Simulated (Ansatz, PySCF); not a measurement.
Reaction (SMILES): CC(C)CCO → CC(C)CC[O] + H atom (the H-O bond at the site shown breaks; other sites are not compared here)
Structures are relaxed separately at B3LYP-D3(BJ)/def2-TZVP in Ansatz (a first-principles code), one conformer each, not searched for the lowest. Frequencies are from Ansatz or PySCF.

Quantity: bond dissociation energy (0 K, with B3LYP-D3(BJ) harmonic zero-point energies), in kcal/mol. Cores are frozen in the correlated levels unless marked. UHF or UKS for open shells. No spin-orbit coupling. No relativistic terms. CBS marks a two-point X^-3 extrapolation of the correlation energy; Hartree-Fock from the larger set. [CCSD(T)-MP2]/basis is that difference in the basis named.

```csv
level,program,bond dissociation energy (kcal/mol)
PBE/def2-TZVPD,Ansatz,96.2
BLYP-D3(BJ)/def2-TZVPD,Ansatz + dftd3,95.9
B3LYP/def2-TZVPD,Ansatz,97.5
PBE0/STO-3G,Ansatz,98.7
PBE0/def2-TZVP,Ansatz,95.9
PBE0/def2-QZVPP,Ansatz,97.1
BHLYP/def2-TZVPD,Ansatz,95.2
r2SCAN0/def2-TZVPD,Ansatz,(withheld)
CAM-B3LYP/def2-TZVPD,Ansatz,98.9
LC-wPBE-D4/def2-TZVPD,Ansatz + dftd4,98.4
LC-wPBE/def2-TZVPD,Ansatz,97.9
B2GP-PLYP-D3(BJ)/def2-TZVPD,Ansatz + dftd3,100.2
B2PLYP-D4/def2-TZVPD,Ansatz + dftd4,(withheld)
RPA@PBE/cc-pVQZ,Ansatz,100.0
SCS-MP2/6-31G,Ansatz,86.8
CCSD/STO-3G,Ansatz,86.5
CCSD/6-31G*,Ansatz,(withheld)
"RI-MP2/CBS(cc-pVTZ,cc-pVQZ)+[CCSD(T)-MP2]/cc-pVTZ",Ansatz,(withheld)
```

### Question
Complete the blanks.

### Answer

- r2SCAN0/def2-TZVPD, bond dissociation energy (kcal/mol): 95.4
- B2PLYP-D4/def2-TZVPD, bond dissociation energy (kcal/mol): 99.7
- CCSD/6-31G*, bond dissociation energy (kcal/mol): 88.0
- RI-MP2/CBS(cc-pVTZ,cc-pVQZ)+[CCSD(T)-MP2]/cc-pVTZ, bond dissociation energy (kcal/mol): 104.8
